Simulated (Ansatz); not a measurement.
Total energies of BFGeH$_{4}$, SMILES `F[BH][GeH3]`.

Z-matrix (Å, degrees):
```
Ge
B 1 2.082
H 1 1.539 2 110.6
H 1 1.537 2 111.8 3 -120.9
H 1 1.540 2 110.3 3 118.7
F 2 1.319 1 118.7 3 -56.9
H 2 1.201 1 124.8 3 123.3
```

Charge 0, multiplicity 1. Correlated methods include outer-core shells of Ge, which these sets cover unevenly. Scalar relativity is left out up to krypton. All single points use the PBE0-D4/def2-TZVP geometry. Basis def2-TZVPP, Ansatz 0.2.0.

RPA on PBE orbitals: Hartree–Fock energy of these orbitals -2201.84869 Eh, correlation -0.99778 Eh (frozen core).

| functional | energy without D4 (Eh) | D4 term (kJ/mol) |
| --- | --- | --- |
| BLYP | -2204.20467 | -20.1 |
| r2SCAN0 | -2204.07333 | -2.5 |

**Question.** Give the same for LDA (SPW92), PBE, revPBE, r2SCAN, B97M-V, PBE0, B3LYP, r2SCANh, HSE06 (plane-wave form), BHLYP, CAM-B3LYP, LC-ωPBE, ωB97X-V, ωB97M-V, B2PLYP, PBE-QIDH. (Best estimate.)

**Answer.** The calculation gave: 
| functional | energy without D4 (Eh) | D4 term (kJ/mol) |
| --- | --- | --- |
| LDA (SPW92) | -2200.05873 | – |
| PBE | -2203.71303 | -9.1 |
| revPBE | -2203.97242 | -27.2 |
| r2SCAN | -2204.10592 | -2.1 |
| B97M-V | -2203.76522 | – |
| PBE0 | -2203.77813 | -7.6 |
| B3LYP | -2204.23505 | -14.8 |
| r2SCANh | -2204.09240 | -2.2 |
| HSE06 (plane-wave form) | -2203.77219 | -7.1 |
| BHLYP | -2204.10874 | -11.6 |
| CAM-B3LYP | -2204.25799 | -7.7 |
| LC-ωPBE | -2203.83134 | – |
| ωB97X-V | -2203.94753 | – |
| ωB97M-V | -2204.00972 | – |
| B2PLYP | -2203.72574 | – |
| PBE-QIDH | -2203.43597 | – |

B3LYP takes the VWN-RPA correlation (the form of Gaussian; ORCA's B3LYP/G). HSE06 is the plane-wave form, built on full-range PBE exchange. The double hybrids freeze the cores in their second-order part.

LC-ωPBE has ω = 0.4 bohr⁻¹.
